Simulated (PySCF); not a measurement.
CH5NSZn, SMILES C[S][Zn][NH2]. Geometry: ωB97X-D3(BJ)/def2-SVP. The structure was generated by enumeration; whether it is a known compound was not checked. The values are those of a single conformer.

Computed equilibrium geometry at ωB97X-D3(BJ)/def2-SVP (PySCF confirms it by a frequency run) as bond lengths and angles, and its point group (one conformer of several):
point group Cs.
Atoms: Zn1 N2 H3 H4 S5 C6 H7 H8 H9. Bonded distances (Å): Zn1–N2 1.809, Zn1–S5 2.164, N2–H3 1.015, N2–H4 1.015, S5–C6 1.830, C6–H7 1.100, C6–H8 1.100, C6–H9 1.100. Angles (°): N2–Zn1–S5 177.2, Zn1–N2–H3 121.7, Zn1–N2–H4 121.7, H3–N2–H4 108.8, Zn1–S5–C6 100.1, S5–C6–H7 112.1, S5–C6–H8 107.2, S5–C6–H9 112.1, H7–C6–H8 107.9, H7–C6–H9 109.3, H8–C6–H9 107.9.
